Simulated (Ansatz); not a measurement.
Relaxation of ClGeH5O (8 atoms, charge 0, multiplicity 1), to a largest force component of 0.03 eV/Å in at most 50 steps.

Theory: RKS B3LYP-D4/def2-SVPD (Ansatz).

```xyz
8
Properties=species:S:1:pos:R:3
Ge 0.460 0.199 -0.443
O -0.683 0.269 2.298
H -1.049 0.336 3.187
Cl 1.863 0.344 -2.139
H -0.739 1.078 -0.808
H 0.124 -1.284 -0.294
H 1.246 0.734 0.776
H 0.225 0.640 2.338
```

**Question.** Where does it end, and by what steps?

**Answer.** The forces met the threshold. The force dipped under the threshold on the way, but the program's further checks kept it going. After 10 steps the energy has fallen by 0.119 eV; H8 moved furthest, 0.69 Å.

```
step  energy less start (eV)  largest force component (eV/Å)  accepted
   0                  0.0000                           0.839       yes
   1                 -0.0447                           0.581       yes
   2                 -0.0186                           1.094        no
   3                 -0.0655                           0.478       yes
   4                 -0.0846                           0.166       yes
   5                 -0.1017                           0.096       yes
   6                 -0.1146                           0.172       yes
   7                 -0.1168                           0.286       yes
   8                 -0.1190                           0.021       yes
   9                 -0.1174                           0.250        no
  10                 -0.1191                           0.012       yes
```

```xyz
8
Properties=species:S:1:pos:R:3
Ge 0.571 0.233 -0.406
O -0.510 0.361 2.263
H -1.363 0.116 2.637
Cl 1.501 0.179 -2.422
H -0.652 1.139 -0.563
H 0.227 -1.225 -0.095
H 1.655 0.815 0.505
H 0.017 0.698 2.996
```

Time of the run: 22 s on 4 threads of Arm Neoverse V1 (shared host), peak memory 0.32 GiB.
